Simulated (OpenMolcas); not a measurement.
Cr4+ (d2) in a complex was computed by SS-CASPT2, IPEA 0.25 Eh, imaginary shift 0.1 Eh with the d shell active (OpenMolcas, ANO-RCC-VTZP on the metal). Its lowest spin-free states, and all those of the highest spin:

```tsv
2S+1	Degeneracy	E (cm-1)
3	2	0
3	1	3430
3	1	3920
1	1	5690
1	2	7780
1	1	10380
3	2	10890
1	1	12550
1	1	14780
1	1	18080
1	2	20400
3	1	36150
3	2	44520
3	1	57830
```

Question: Is the site octahedral, tetrahedral or cube-like, axial, or of lower symmetry?

Answer: The states with 2S+1 = 3 have orbital degeneracies 2, 1, 1, 2, 1, 2, 1. There are pairs but no triples, so the site is axial: not cubic, but with a proper or improper axis of order three or more. The run had Cr4+ with 4 ligands (fluoride) in square-planar coordination (D4h) at 1.72 Å. Ligand basis ANO-RCC-VDZP.

Over all roots computed the reference weight is 0.73 to 0.75; a low but even weight reflects the number of correlated electrons. An orbital doublet at a regular site is open to a Jahn-Teller distortion, which this geometry leaves out. The least metal-like active orbital is 76 % on the metal (Löwdin) and no ligand orbital is active, so the numbers are rough. Ligand-to-metal charge-transfer states are missing. With no ligand orbital active B as a rule stays too high, so bands that hang on it stand too high and its fall with covalency is understated. No measured value stands beside these numbers; the geometry is a model, was not optimised and need not be the one that this ion takes.
